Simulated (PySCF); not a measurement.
C2H6BClOS, singlet, at a GFN2-xTB geometry, atoms displaced at random by about 0.08 Å a coordinate; TPSS/STO-3G, gradient (PySCF).

Here is a job for PySCF.
```python
from pyscf import gto, scf, dft

mol = gto.M(
    atom='''
B     0.06289048    0.38812771    0.01567041
Cl    0.50010662    1.84280339    0.54539415
O    -0.89155925   -0.00948153   -0.92209566
C    -1.65229692    0.91848518   -1.65374372
H    -1.45530245    1.83401626   -1.34748615
H    -1.26342394    0.77471469   -2.75019903
H    -2.73522662    0.62834736   -1.63795065
S     0.91764851   -0.96277492    0.84851986
C     0.15315978   -2.57763747   -0.12326612
H    -0.89394056   -2.61044218    0.07454999
H     0.58905307   -3.44706943    0.24299797
H     0.38052743   -2.42283064   -1.31785467
''',
    basis='sto-3g',
    verbose=4,
)

mf = dft.RKS(mol)
mf.xc = 'tpss'
mf.kernel()
g = mf.nuc_grad_method()
grad = g.kernel()
```

What the program printed (banner, timings and long lists left out):

```
PySCF version 2.14.0

[INPUT] verbose = 4
[INPUT] num. atoms = 12
[INPUT] num. electrons = 64
[INPUT] charge = 0
[INPUT] spin (= nelec alpha-beta = 2S) = 0
[INPUT] symmetry False subgroup None
[INPUT] Mole.unit = angstrom
[INPUT] Symbol           X                Y                Z      unit          X                Y                Z       unit  Magmom
[INPUT]  1 B      0.062890480000   0.388127710000   0.015670410000 AA    0.118845783042   0.733455073255   0.029612783160 Bohr   0.0
[INPUT]  2 Cl     0.500106620000   1.842803390000   0.545394150000 AA    0.945064544882   3.482393708520   1.030645573440 Bohr   0.0
[INPUT]  3 O     -0.891559250000  -0.009481530000  -0.922095660000 AA   -1.684802806323  -0.017917494942  -1.742508258050 Bohr   0.0
[INPUT]  4 C     -1.652296920000   0.918485180000  -1.653743720000 AA   -3.122388655262   1.735685439672  -3.125122711019 Bohr   0.0
[INPUT]  5 H     -1.455302450000   1.834016260000  -1.347486150000 AA   -2.750123058909   3.465788439399  -2.546379780145 Bohr   0.0
[INPUT]  6 H     -1.263423940000   0.774714690000  -2.750199030000 AA   -2.387525225819   1.463998588777  -5.197122954744 Bohr   0.0
[INPUT]  7 H     -2.735226620000   0.628347360000  -1.637950650000 AA   -5.168829200420   1.187404421493  -3.095278134053 Bohr   0.0
[INPUT]  8 S      0.917648510000  -0.962774920000   0.848519860000 AA    1.734104362515  -1.819380918400   1.603470146654 Bohr   0.0
[INPUT]  9 C      0.153159780000  -2.577637470000  -0.123266120000 AA    0.289430037499  -4.871028866717  -0.232939207238 Bohr   0.0
[INPUT] 10 H     -0.893940560000  -2.610442180000   0.074549990000 AA   -1.689302830040  -4.933020784213   0.140879063689 Bohr   0.0
[INPUT] 11 H      0.589053070000  -3.447069430000   0.242997970000 AA    1.113148975134  -6.514017155061   0.459199612125 Bohr   0.0
[INPUT] 12 H      0.380527430000  -2.422830640000  -1.317854670000 AA    0.719092625585  -4.578486355805  -2.490384398279 Bohr   0.0

nuclear repulsion = 346.600342536004
number of shells = 28
number of NR pGTOs = 132
number of NR cGTOs = 44
basis = sto-3g
ecp = {}

******** <class 'pyscf.dft.rks.RKS'> ********
method = RKS
initial guess = minao
damping factor = 0
level_shift factor = 0
DIIS = <class 'pyscf.scf.diis.CDIIS'>
diis_start_cycle = 1
diis_space = 8
diis_damp = 0
SCF conv_tol = 1e-09
SCF conv_tol_grad = None
SCF max_cycles = 50
direct_scf = True
direct_scf_tol = 1e-13
XC library pyscf.dft.libxc version 7.1.2
    S. Lehtola, C. Steigemann, M. J. T. Oliveira, and M. A. L. Marques,  SoftwareX 7, 1–5 (2018)
XC functionals = tpss
    J. Tao, J. P. Perdew, V. N. Staroverov, and G. E. Scuseria,  Phys. Rev. Lett. 91, 146401 (2003)
    J. P. Perdew, J. Tao, V. N. Staroverov, and G. E. Scuseria,  J. Chem. Phys. 120, 6898 (2004)
    J. Tao, J. P. Perdew, V. N. Staroverov, and G. E. Scuseria,  Phys. Rev. Lett. 91, 146401 (2003)
    J. P. Perdew, J. Tao, V. N. Staroverov, and G. E. Scuseria,  J. Chem. Phys. 120, 6898 (2004)
radial grids:
    Treutler-Ahlrichs [JCP 102, 346 (1995); DOI:10.1063/1.469408] (M4) radial grids

becke partition: Becke, JCP 88, 2547 (1988); DOI:10.1063/1.454033
pruning grids: <function nwchem_prune>
grids dens level: 3
symmetrized grids: False
atomic radii adjust function: <function treutler_atomic_radii_adjust>
small_rho_cutoff = 0
Set gradient conv threshold to 3.16228e-05
Initial guess from minao.
tot grids = 152976
init E= -1026.7788183521
  HOMO = -0.278714691734498  LUMO = -0.0400423000008028  gap/eV = 6.49461
cycle= 1 E= -1026.64923253719  delta_E= 0.13  |g|= 0.506  |ddm|= 4.39
  HOMO = -0.0371441232678859  LUMO = 0.112905879821265  gap/eV = 4.08307
cycle= 2 E= -1026.32200926236  delta_E= 0.327  |g|= 1.23  |ddm|= 2.08
  HOMO = -0.0799823442768924  LUMO = 0.104929653640287  gap/eV = 5.03171
cycle= 3 E= -1026.72656371859  delta_E= -0.405  |g|= 0.167  |ddm|= 1.54
  HOMO = -0.104773560642015  LUMO = 0.105458056821875  gap/eV = 5.72069
cycle= 4 E= -1026.73647217113  delta_E= -0.00991  |g|= 0.0778  |ddm|= 0.445
  HOMO = -0.10173656091374  LUMO = 0.100632626947092  gap/eV = 5.50675
cycle= 5 E= -1026.73876962056  delta_E= -0.0023  |g|= 0.0166  |ddm|= 0.14
  HOMO = -0.102623640705337  LUMO = 0.100043218917349  gap/eV = 5.51485
cycle= 6 E= -1026.73885584845  delta_E= -8.62e-05  |g|= 0.00502  |ddm|= 0.0269
  HOMO = -0.102396402808604  LUMO = 0.100556044967455  gap/eV = 5.52262
cycle= 7 E= -1026.73886569295  delta_E= -9.84e-06  |g|= 0.00114  |ddm|= 0.00978
  HOMO = -0.102333201792024  LUMO = 0.100557108920152  gap/eV = 5.52093
cycle= 8 E= -1026.73886613306  delta_E= -4.4e-07  |g|= 0.000194  |ddm|= 0.00182
  HOMO = -0.102334718372671  LUMO = 0.10056046288444  gap/eV = 5.52106
cycle= 9 E= -1026.7388661466  delta_E= -1.35e-08  |g|= 3.27e-05  |ddm|= 0.000336
  HOMO = -0.102344647058484  LUMO = 0.100555715501972  gap/eV = 5.52120
cycle= 10 E= -1026.73886614714  delta_E= -5.45e-10  |g|= 9.96e-06  |ddm|= 9.3e-05
  HOMO = -0.102340866922063  LUMO = 0.100558543249775  gap/eV = 5.52117
Extra cycle  E= -1026.7388661471  delta_E= 3.71e-11  |g|= 1.44e-05  |ddm|= 4.39e-05
converged SCF energy = -1026.7388661471

******** <class 'pyscf.grad.rks.Gradients'> for <class 'pyscf.dft.rks.RKS'> ********
unit = Eh/Bohr
grid_response = False
--------------- RKS gradients ---------------
         x                y                z
0 B     0.0438310878     0.1614417537     0.0463957374
1 Cl    -0.0315736160    -0.1502323643    -0.0397921390
2 O    -0.0377679172     0.0369954063    -0.0489929578
3 C     0.0231908725     0.1003189189     0.1057620061
4 H    -0.0130285237    -0.1301428418    -0.0360817883
5 H     0.0202782106    -0.0141606806    -0.0265718180
6 H    -0.0047634203    -0.0071743228    -0.0030771397
7 S     0.0197766630     0.0549224539     0.0294609152
8 C    -0.0356661840    -0.1086071794     0.0619884106
9 H     0.0338612762    -0.0023136969    -0.0006185167
10 H    -0.0330433417     0.0470909811    -0.0203621437
11 H     0.0149214762     0.0120806167    -0.0680686350
----------------------------------------------
```
